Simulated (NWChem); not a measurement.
# C3H3BF2; SMILES FB(F)C#CC

Computed with NWChem. Geometry: optimised at PBE0/def2-SVP. Level M06-2X/def2-SVP: energy and gradient on several grids; changes count from the extra-fine grid, which is no exact limit either.

Q: Which is the coarsest grid (fine; coarse; xfine; xcoarse; medium) from which on the energy stays within 500 μHa and each gradient component within 500 μHa/bohr of xfine?

A: medium.
```csv
grid,size of the energy change (μHa),largest change of a gradient component (μHa/bohr),"time, medium = 1 (rough)"
xcoarse,4000,5000,about 1
coarse,4000,1000,about 1
medium,200,300,about 1
fine,< 10,40,about 1
xfine,< 10,< 30,3
```
